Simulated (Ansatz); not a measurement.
Sn26H30⁻, a nanocrystal cut from cubic tin. Charge -1, multiplicity 2. Geometry PBE-D4/def2-SVP, that of the neutral singlet; atoms count from 1.

Cartesian coordinates in Å:
```
Sn -1.1012 2.8194 1.8336
Sn -3.4309 -0.8324 3.2934
Sn -5.4509 2.0862 0.3422
Sn -1.9054 1.5426 -2.5589
Sn -4.1864 -2.1517 -1.1057
Sn 0.8603 -0.1183 4.7640
Sn 3.1850 3.6460 3.2808
Sn 2.4311 2.3232 -1.1308
Sn 4.4402 -0.5362 1.8163
Sn 0.1210 -1.3649 0.3753
Sn -0.6580 -2.6189 -4.0070
Sn 3.6909 -1.8658 -2.5153
Sn 1.6695 1.0854 -5.4985
Sn -3.6713 1.8708 2.5212
Sn 0.6718 2.5988 4.0252
Sn -1.6844 -1.0998 5.4923
Sn -0.1160 1.3497 -0.3750
Sn -2.4391 -2.3245 1.1076
Sn -4.4507 0.5667 -1.8149
Sn -0.8652 0.0955 -4.7511
Sn -3.1882 -3.6392 -3.2867
Sn 1.9072 -1.5455 2.5625
Sn 4.1760 2.1766 1.0845
Sn 3.4342 0.8290 -3.3111
Sn 5.4561 -2.0711 -0.3214
Sn 1.1266 -2.8322 -1.8257
H -1.2159 4.4996 1.3702
H -5.0139 -1.4339 3.7169
H -5.6182 3.7476 -0.1404
H -7.0311 1.5255 0.8029
H -2.0494 3.2256 -3.0025
H -5.7521 -2.7704 -0.6449
H 1.9522 -0.2662 6.1177
H 3.0055 5.3236 2.8623
H 4.3108 3.5658 4.6038
H 2.2554 3.9907 -1.6197
H 5.5159 -0.6427 3.1869
H -0.0192 -3.5245 -5.3556
H 4.3180 -2.7980 -3.8512
H 1.5492 2.7591 -5.9519
H 2.2712 0.2208 -6.8820
H -4.2835 2.7906 3.8724
H 0.0256 3.5106 5.3663
H -2.2961 -0.2291 6.8674
H -1.5704 -2.7716 5.9543
H -2.2830 -3.9969 1.5860
H -5.5309 0.6949 -3.1799
H -1.9676 0.2244 -6.0985
H -4.2828 -3.5434 -4.6342
H -3.0533 -5.3184 -2.8588
H 2.0832 -3.2290 2.9923
H 5.7473 2.7846 0.6280
H 5.0092 1.4430 -3.7459
H 7.0462 -1.5291 -0.7691
H 5.6023 -3.7323 0.1691
H 1.2528 -4.5101 -1.3585
```

In the def2 sets Sn takes a core potential; there is no spin–orbit coupling. Single mean-field runs in def2-SVP are fitted with def2-universal-jkfit.

**Question.** Estimate the Mulliken populations of the heavy atoms from the PBE0/def2-SVP orbitals of Ansatz.

**Answer.** 
```tsv
atom	charge (e)	spin (α − β)
Sn1	0.06	0.04
Sn2	0.02	0.03
Sn3	0.15	0.02
Sn4	0.06	0.04
Sn5	0.02	0.03
Sn6	0.02	0.04
Sn7	0.15	0.02
Sn8	0.06	0.04
Sn9	0.02	0.03
Sn10	-0.14	0.05
Sn11	0.02	0.03
Sn12	0.02	0.04
Sn13	0.15	0.02
Sn14	0.02	0.04
Sn15	0.02	0.04
Sn16	0.15	0.01
Sn17	-0.14	0.05
Sn18	0.06	0.03
Sn19	0.02	0.04
Sn20	0.02	0.04
Sn21	0.15	0.01
Sn22	0.06	0.03
Sn23	0.02	0.04
Sn24	0.02	0.04
Sn25	0.15	0.02
Sn26	0.06	0.03
```
Mulliken values and Mayer orders depend strongly on the basis.

**Question.** Where does the spin sit?

**Answer.** Summed by element: Sn 0.81, H 0.19, of 1 unpaired in all. Largest on single atoms: Sn10 0.05, Sn17 0.05, Sn23 0.04.

**Question.** And the Mayer bond orders between bonded heavy atoms (over 0.3)?

**Answer.** Sn1–Sn14 0.82 (2.82 Å); Sn1–Sn15 0.82 (2.83 Å); Sn1–Sn17 0.82 (2.83 Å); Sn2–Sn14 0.87 (2.82 Å); Sn2–Sn16 0.85 (2.82 Å); Sn2–Sn18 0.82 (2.83 Å); Sn3–Sn14 0.85 (2.82 Å); Sn3–Sn19 0.85 (2.82 Å); Sn4–Sn17 0.82 (2.83 Å); Sn4–Sn19 0.82 (2.83 Å); Sn4–Sn20 0.82 (2.83 Å); Sn5–Sn18 0.82 (2.83 Å); Sn5–Sn19 0.87 (2.82 Å); Sn5–Sn21 0.85 (2.82 Å); Sn6–Sn15 0.87 (2.82 Å); Sn6–Sn16 0.85 (2.82 Å); Sn6–Sn22 0.82 (2.82 Å); Sn7–Sn15 0.85 (2.82 Å); Sn7–Sn23 0.85 (2.82 Å); Sn8–Sn17 0.82 (2.83 Å); Sn8–Sn23 0.82 (2.82 Å); Sn8–Sn24 0.82 (2.83 Å); Sn9–Sn22 0.82 (2.83 Å); Sn9–Sn23 0.87 (2.82 Å); Sn9–Sn25 0.85 (2.82 Å); Sn10–Sn17 0.87 (2.83 Å); Sn10–Sn18 0.82 (2.83 Å); Sn10–Sn22 0.82 (2.83 Å); Sn10–Sn26 0.82 (2.83 Å); Sn11–Sn20 0.87 (2.82 Å); Sn11–Sn21 0.85 (2.82 Å); Sn11–Sn26 0.82 (2.83 Å); Sn12–Sn24 0.87 (2.82 Å); Sn12–Sn25 0.85 (2.82 Å); Sn12–Sn26 0.82 (2.83 Å); Sn13–Sn20 0.85 (2.82 Å); Sn13–Sn24 0.85 (2.82 Å).
